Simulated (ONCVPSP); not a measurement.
**Cutoff test, strontium, ONCV**

| Quantity | Value |
| --- | --- |
| Element | Sr (Z = 38) |
| Generator | ONCVPSP 4.0.1 |
| Type | optimised norm-conserving Vanderbilt (ONCV) |
| Functional | PBEsol |
| Relativity | fully relativistic |
| Frozen core | [Ar] 3d10 |
| Valence charge | 10 |
| Reference configuration | 4s2 4p6 5s1.75 5p0.25 |
| Partial waves | 4s+5s: rc 2.30 bohr, ncon 5, nbas 9, qcut 5.5 1/bohr, 2 projectors; 4p+5p: rc 2.95 bohr, ncon 4, nbas 8, qcut 5.5 1/bohr, 2 projectors; d scattering state at 0.45 Ha: rc 2.70 bohr, ncon 4, nbas 8, qcut 4.2 1/bohr, 2 projectors, debl 2.7 Ha |
| Local potential | polynomial inside 2.25 bohr (lpopt 5, dvloc0 -1 Ha) |
| Core correction | Teter function, fcfact 4.5, rcfact 1.6 |

Open shells are filled in proportion to 2j + 1.

In the d channel the program set the typed energies aside and used 0.050, 2.750 Ha (j = l + 1/2; the other j can differ).

**Question.** For each optimised wave give the share of its norm inside rc, the residual kinetic energy above qcut (Ha) and the cutoffs (Ha) for errors of 10, 1, 0.1 and 0.01 mHa per electron.

**Answer.**

```
               wave  norm inside rc  residual KE  10 mHa  1 mHa  0.1 mHa  0.01 mHa
                 4s           0.958      1.0e-05     7.5   10.7     13.0      15.4
                 5s           0.062      5.4e-06     2.7    9.1     12.1      14.5
           4p j=3/2           0.973      4.8e-09     5.9    7.9      9.7      11.2
           5p j=3/2           0.053      1.4e-10     3.5    5.8      7.7       9.3
           4p j=1/2           0.977      5.5e-09     6.1    8.2      9.9      11.4
           5p j=1/2           0.058      2.0e-10     3.7    6.0      8.0       9.6
d projector 1 j=5/2           0.096      3.6e-05     4.1    6.3      8.1      18.4
d projector 2 j=5/2           0.210      1.2e-02     9.2   25.8     41.2      48.7
d projector 1 j=3/2           0.438      1.3e-04     5.4    7.2      9.8      29.4
d projector 2 j=3/2           0.211      1.3e-02     9.2   26.5     41.2      49.6
```

The occupied waves need 11 Ha and 13 Ha for 1 and 0.1 mHa.
